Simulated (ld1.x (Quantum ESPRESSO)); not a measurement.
**Configuration tests for sulfur (ultrasoft)**

| Item | Value |
| --- | --- |
| Element | sulfur |
| Generator | ld1.x (Quantum ESPRESSO) 7.5 |
| Type | ultrasoft |
| Functional | BLYP |
| Relativity | scalar-relativistic |
| Frozen core | [Ne] |
| Valence charge | 6 |
| Reference configuration | 3s2 3p4 |
| Partial waves | 3s (bound): rcut 1.05, rcutus 1.30 bohr; 3s channel at -0.45 Ry: rcut 1.05, rcutus 1.30 bohr; 3p (bound): rcut 0.90, rcutus 1.25 bohr; 3p channel at 3.9 Ry: rcut 0.90, rcutus 1.25 bohr |
| Local potential | all-electron potential smoothed inside 1.15 bohr (lloc = -1) |
| Core correction | a·sin(br)/r model core, default radius (core density twice the valence density) |
| Augmentation charge | PSQ, inside the norm-conserving radii |

Energies are relative to the spin-unpolarised reference configuration 3s2 3p4; without spin polarisation the order of configurations can differ from experiment.

(1) Give the all-electron excitation energy and the error of the potential for: 3s2 3p3; 3s2 3p2; 3s2 3p1; 3s2 3p3.5; 3s2 3p0; 3s0 3p6; 3s1 3p5.

Answers

(1)

| valence configuration | charge | ΔE all-electron (eV) | error AE − PS (meV) |
| --- | --- | --- | --- |
| 3s2 3p3 | +1 | 11.619 | -0.3 |
| 3s2 3p2 | +2 | 33.756 | +0.9 |
| 3s2 3p1 | +3 | 67.683 | +4.1 |
| 3s2 3p3.5 | +0.5 | 4.586 | -0.3 |
| 3s2 3p0 | +4 | 114.445 | +7.8 |
| 3s0 3p6 | 0 | 20.760 | +1.5 |
| 3s1 3p5 | 0 | 10.316 | +0.1 |
